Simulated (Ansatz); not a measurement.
C2H8SeSi can be A, `CC[Se][SiH3]`, or B, `C[SiH2][Se]C`.

Gas-phase electronic energies from Ansatz, PBE0-D4/def2-TZVP geometries. CBS: MP2 limit from def2 TZ/QZ plus the TZ coupled-cluster correction, frozen cores. DFT in def2-TZVPP. B3LYP here is the variant with VWN-RPA as its local correlation; programs differ in this. For Se outer-core shells are correlated without core-valence functions, which leaves a few kJ/mol of doubt a bond. Scalar relativity is left out up to krypton. Each species was taken in one conformer, which may not be the lowest.

A:

Z-matrix (Å, degrees):
```
C
C 1 1.513
H 1 1.092 2 111.3
H 1 1.093 2 110.1 3 -119.7
H 1 1.092 2 111.3 3 120.6
Se 2 1.972 1 109.7 3 -60.3
H 2 1.090 1 111.4 3 -179.4
H 2 1.090 1 111.4 3 58.9
Si 6 2.265 2 96.7 1 179.4
H 9 1.484 6 106.6 2 -179.8
H 9 1.487 6 111.2 2 60.4
H 9 1.487 6 111.1 2 -60.1
```

B:

Z-matrix (Å, degrees):
```
C
Si 1 1.868
H 1 1.092 2 111.0
H 1 1.093 2 110.3 3 119.6
H 1 1.092 2 110.6 3 -120.2
Se 2 2.273 1 113.0 3 60.7
H 2 1.490 1 109.4 3 -61.0
H 2 1.486 1 111.1 3 178.2
C 6 1.958 2 97.0 1 -65.2
H 9 1.088 6 110.6 2 66.2
H 9 1.089 6 106.5 2 -175.0
H 9 1.088 6 110.2 2 -56.4
```

Q: Which is lower in electronic energy at CCSD(T)/CBS, and by how much? (Best estimate.)

A: Ansatz gave: B, by 10.2 kcal/mol.

Q: Give E(B) − E(A) in kcal/mol with B3LYP, MP2/def2-TZVPP, HF/def2-TZVPP, B3LYP-D4, LDA (SPW92), CCSD(T)/def2-TZVPP, B2PLYP. (An estimate is asked.)

A: The calculation gave: B3LYP -10.3, MP2/def2-TZVPP -10.3, HF/def2-TZVPP -9.4, B3LYP-D4 -10.5, LDA (SPW92) -9.8, CCSD(T)/def2-TZVPP -10.0, B2PLYP -10.3. None reverses the order clearly.

Q: Does the order hold for the free energy at 298.15 K (harmonic terms from PBE0-D4)? (An estimate is asked.)

A: Ansatz gave: Yes: G(B) − G(A) = -10.1 kcal/mol, for one conformer each. Modes under 60 cm⁻¹, often nearly free rotors, make the harmonic entropy too high.

Largest T1 diagnostic: 0.009.

At CCSD(T), def2-SVP lies +3.2 kcal/mol from the extrapolated value and def2-TZVPP +0.3 kcal/mol. Leaving LDA and LC-ωPBE aside and taking each functional with its dispersion term where it has one, the values, not all of them listed here, spread over 0.8 kcal/mol, from B97M-V to revPBE-D4.
